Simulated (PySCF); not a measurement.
CH5FS2Si, SMILES C[Si](S)(S)F.

Coordinates come from a PBE0-D3(BJ)/def2-SVP optimisation. This is a generated structure with no PubChem entry under its InChIKey; it may be hypothetical. The values are those of a single conformer.

All values below come from PySCF with TDA-ωB97X/def2-SVPD.

Vertical excitations. Isolated molecule, no solvent.

Computed lowest excited states:
```
state  energy (eV)  λ (nm)      f                                                                 main pairs
-----  -----------  ------  -----  -------------------------------------------------------------------------
S1            6.23     199  0.003                        HOMO→LUMO+1 37 %, HOMO→LUMO 34 %, HOMO−1→LUMO+2 7 %
S2            6.43     193  0.001                     HOMO−1→LUMO+1 34 %, HOMO−1→LUMO 25 %, HOMO→LUMO+2 15 %
S3            7.05     176  0.112                                           HOMO→LUMO+1 40 %, HOMO→LUMO 34 %
S4            7.36     169  0.057  HOMO−1→LUMO+1 35 %, HOMO−1→LUMO 22 %, HOMO→LUMO+2 17 %, HOMO−1→LUMO+2 6 %
S5            7.60     163  0.027      HOMO→LUMO+3 24 %, HOMO→LUMO+6 21 %, HOMO→LUMO+4 20 %, HOMO−1→LUMO 9 %
S6            7.87     157  0.034   HOMO→LUMO+5 13 %, HOMO−1→LUMO+6 13 %, HOMO−1→LUMO 12 %, HOMO→LUMO+6 11 %
S7            8.01     155  0.002    HOMO−1→LUMO+2 38 %, HOMO−2→LUMO 17 %, HOMO→LUMO 12 %, HOMO−2→LUMO+1 7 %
S8            8.18     152  0.009  HOMO→LUMO+2 18 %, HOMO−1→LUMO 11 %, HOMO−1→LUMO+6 11 %, HOMO−1→LUMO+4 9 %
S9            8.34     149  0.008     HOMO→LUMO+3 10 %, HOMO→LUMO+11 9 %, HOMO−1→LUMO+2 9 %, HOMO→LUMO+2 7 %
S10           8.49     146  0.047  HOMO−1→LUMO+5 14 %, HOMO→LUMO+8 13 %, HOMO−1→LUMO+6 8 %, HOMO→LUMO+10 7 %
T1            5.84     212      0                        HOMO→LUMO+1 40 %, HOMO→LUMO 29 %, HOMO−1→LUMO+2 8 %
T2            6.03     206      0                     HOMO−1→LUMO+1 28 %, HOMO−1→LUMO 23 %, HOMO→LUMO+2 19 %
T3            6.57     189      0                       HOMO→LUMO+1 40 %, HOMO→LUMO 23 %, HOMO−1→LUMO+2 10 %
T4            6.89     180      0  HOMO−1→LUMO+1 39 %, HOMO→LUMO+2 17 %, HOMO−1→LUMO 10 %, HOMO−1→LUMO+2 9 %
```
Triplets are in the Tamm–Dancoff approximation.
